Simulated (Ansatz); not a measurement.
cis-NiH2(NH3)2 (NiN₂H₈). Total charge 0; singlet. Geometry PBE0-D4/def2-SVP.

Cartesian coordinates in Å:
```
Ni 0.326 0.249 0.727
H -0.134 0.599 2.078
H 1.647 0.555 1.294
N 1.207 -0.170 -1.000
H 1.737 0.661 -1.265
H 0.689 -0.475 -1.827
H 1.906 -0.886 -0.799
N -1.559 -0.098 0.217
H -2.074 0.759 0.422
H -1.914 -0.793 0.875
H -1.833 -0.401 -0.720
```

The 6-31G sets use Cartesian d functions. B3LYP takes the VWN-RPA correlation. The restricted singlet is unstable towards broken spin symmetry in Hartree–Fock (as tested in another run); at HF/6-31G this wasn't settled.

Question: Estimate the orbital energies around the gap (eV) in Ansatz with HF/6-31G, LDA (SPW92)/def2-TZVP, B3LYP-D4/def2-TZVP, PBE0-D4/def2-TZVP, PBE0-D4/def2-TZVPD.

Answer: 
```csv
orbital,HF/6-31G,LDA (SPW92)/def2-TZVP,B3LYP-D4/def2-TZVP,PBE0-D4/def2-TZVP,PBE0-D4/def2-TZVPD
HOMO−9,-18.60,-12.35,-13.75,-14.04,-14.07
HOMO−8,-18.59,-12.28,-13.69,-13.98,-14.01
HOMO−7,-15.62,-9.49,-10.67,-10.99,-11.03
HOMO−6,-14.11,-8.56,-9.69,-9.96,-10.00
HOMO−5,-13.75,-5.87,-6.68,-6.86,-6.94
HOMO−4,-12.11,-5.51,-6.17,-6.29,-6.37
HOMO−3,-12.09,-3.86,-5.59,-5.89,-5.97
HOMO−2,-10.90,-3.35,-4.91,-5.22,-5.30
HOMO−1,-8.80,-3.30,-4.90,-5.21,-5.30
HOMO,-7.56,-3.20,-4.34,-4.59,-4.67
LUMO,2.81,-0.78,-0.27,0.09,-0.42
LUMO+1,3.16,-0.69,0.17,0.56,-0.02
LUMO+2,3.99,0.85,1.66,2.00,0.76
LUMO+3,5.71,1.11,1.78,2.18,1.46
LUMO+4,7.24,1.55,2.21,2.58,1.66
LUMO+5,7.49,1.86,2.47,2.86,2.15
```
